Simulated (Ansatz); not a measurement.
Consider the redistribution: `[SiH3]CS` + `CCOBF` → `CC[SiH2]CS` + `OBF`.

Program: Ansatz. Geometries: PBE0-D4/def2-TZVP. ΔE: electronic, gas phase. CBS: MP2 limit from def2 TZ/QZ plus the TZ coupled-cluster correction, frozen cores. This one scheme is used for every species. DFT in def2-TZVPP. Each species was taken in one conformer, which may not be the lowest.

```csv
species,PBE energy (Eh)
`[SiH3]CS`,-729.03980
`CCOBF`,-279.62586
`CC[SiH2]CS`,-807.59327
`OBF`,-201.09781
```

(1) Work out ΔE.

Largest T1 diagnostic among the species: 0.013.

Answers

(1) ΔE = (-807.59327) + (-201.09781) − (-729.03980) − (-279.62586) = -0.02542 Eh = -66.7 kJ/mol. CCSD(T)/CBS gives -75.4 kJ/mol.

In def2-TZVPP, CCSD(T) changes the Hartree–Fock value by −19.6 kJ/mol (the triples alone add −1.9 kJ/mol) and MP2 by −27.8 kJ/mol. The D4 term adds −9.3 kJ/mol with B3LYP and −5.5 kJ/mol with PBE0; it sums over pairs of atoms, weighted by their polarisabilities, and B3LYP, whose exchange is more repulsive, gets the larger term.

B3LYP here is the variant with VWN-RPA as its local correlation; programs differ in this.
